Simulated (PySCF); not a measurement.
Isomers of C6H11NO, one GFN2-xTB conformer each. Single-point energies are computed at PBE0/pcSseg-1 (PySCF, gas phase, no added dispersion term), electronic only.

**Question.** Rank them by PBE0/pcSseg-1 energy, lowest first (kJ/mol).
A. `[CH2:1]=[C:2]([CH3:3])[CH2:4][CH2:5][C:6]([NH2:7])=[O:8]` with C1–C2–C4–C5 -102°, C2–C4–C5–C6 177°, C4–C5–C6–N7 -172°, C5–C6–N7–H 1° and 180°
B. `[CH3:1][O:2][C@H:3]1[CH:4]=[N:5][CH2:6][CH2:7][CH2:8]1` with C1–O2–C3–C4 169°, O2–C3–C4–N5 144°, C4–N5–C6–C7 12°, N5–C6–C7–C8 -43°, C6–C7–C8–C3 61°
C. `[CH2:1]=[N:2][C:3](=[O:4])[CH2:5][CH2:6][CH2:7][CH3:8]` with C1–N2–C3–O4 86°, N2–C3–C5–C6 169°, C3–C5–C6–C7 -73°, C5–C6–C7–C8 -179°
D. `[CH3:1][CH2:2][O:3][C@H:4]([C:5]#[N:6])[CH2:7][CH3:8]` with C1–C2–O3–C4 -179°, C2–O3–C4–C5 -66°, O3–C4–C7–C8 -174°
E. `[CH2:1]=[CH:2][CH2:3][NH:4][C:5](=[O:6])[CH2:7][CH3:8]` with C1–C2–C3–N4 -130°, C2–C3–N4–C5 -118°, C3–N4–C5–O6 -3°, N4–C5–C7–C8 151°

**Answer.** A (0.0), E (19.9), C (69.0), D (91.8), B (107.7).

As drawn, the lowest has a C=O bond, an N–H bond and a C(=O)–N unit, which the highest lacks; the highest has a C=N bond, which the lowest lacks. GFN2-xTB itself gives, in the same order: 4.1, 10.3, 26.4, 70.4, 0.0. GFN2-xTB puts CO[C@H]1C=NCCC1 lowest instead; measured from each level's own lowest isomer, the values differ by up to 107.7 kJ/mol (CO[C@H]1C=NCCC1: 0.0 against 107.7).

**Question.** Which frontier levels, dipoles and rotational constants go with these structures?

**Answer.** 
| SMILES | HOMO (eV, PBE0/pcSseg-1) | LUMO (eV) | dipole (D) | A, B, C (MHz) |
| --- | --- | --- | --- | --- |
| C=C(C)CCC(N)=O | -7.07 | 0.55 | 3.73 | 4581, 905.2, 887.0 |
| C=CCNC(=O)CC | -7.22 | 0.07 | 3.46 | 6955, 831.2, 784.7 |
| C=NC(=O)CCCC | -7.32 | -1.09 | 3.43 | 4491, 944.7, 933.0 |
| CCO[C@H](C#N)CC | -8.19 | 0.41 | 3.21 | 3313, 1193, 932.6 |
| CO[C@H]1C=NCCC1 | -6.72 | 0.04 | 3.06 | 4443, 1436, 1154 |

**Question.** As an exercise, what shares would exp(−E/RT) give at 2000 K from these electronic energies alone (no entropy, no degeneracies)?

**Answer.** RT = 16.629 kJ/mol: C=C(C)CCC(N)=O 75.6 %, C=CCNC(=O)CC 22.8 %, C=NC(=O)CCCC 1.2 %, CCO[C@H](C#N)CC 0.3 %, CO[C@H]1C=NCCC1 0.1 %.
